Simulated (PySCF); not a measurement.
UHF on Si⁺ (silicon, charge +1)

Configuration: [Ne] 3s1 3p2, high-spin 4P determinant (an excited configuration). All numbers are calculated (PySCF 2.14, scalar relativity by spin-free X2C-1e, in aug-cc-pVQZ-DK).

```json
{
  "Total energy": "-289.036520 hartree",
  "One-electron energy": "-396.0387 hartree",
  "Hartree (Coulomb) energy": "127.2452 hartree",
  "Exchange energy": "-20.2430 hartree",
  "⟨S²⟩": "3.7500",
  "⟨L²⟩": "2.019",
  "Sum of ⟨r⟩": "11.36 bohr",
  "Sum of ⟨r²⟩": "20.88 bohr²",
  "Traceless quadrupole moment −½Σ⟨3z² − r²⟩ along its main axis": "2.90 e·bohr²",
  "Langevin diamagnetic susceptibility": "-16.5 ×10⁻⁶ cm³/mol"
}
```

| shell | electrons | mean orbital energy (eV) | spread (eV) | rms radius, mean of both spins (bohr) |
| --- | --- | --- | --- | --- |
| 1s α | 1 | -1888.0 | 0 | 0.129 |
| 1s β | 1 | -1887.3 | 0 | 0.129 |
| 2s α | 1 | -179.27 | 0 | 0.613 |
| 2s β | 1 | -178.03 | 0 | 0.613 |
| 2p α | 3 | -126.94 | 0.350 | 0.598 |
| 2p β | 3 | -125.88 | 0.520 | 0.598 |
| 3s α | 1 | -27.234 | 0 | 2.20 |
| 3p α | 2 | -17.600 | 0 | 2.56 |

Densities and radii are taken from the X2C orbitals without a picture-change correction, which distorts them close to the nucleus.

Spin-orbit constants ζ (cm⁻¹) from the X2C one-electron operator on these orbitals: bare nucleus, nucleus screened by l(l+1)(2l+1)/3 electrons, and screened by the Breit-Pauli mean field of the electrons.

| shell | bare | screened nucleus | mean field |
| --- | --- | --- | --- |
| 2p | 3878 | 3324 | 3074 |
| 3p | 234.4 | 200.9 | 183.0 |

To first order the Landé constant is A = 61.01 cm⁻¹, so the lowest level has J = 1/2 and lies 0.0189 eV below the centre of the term. This holds in LS coupling only.
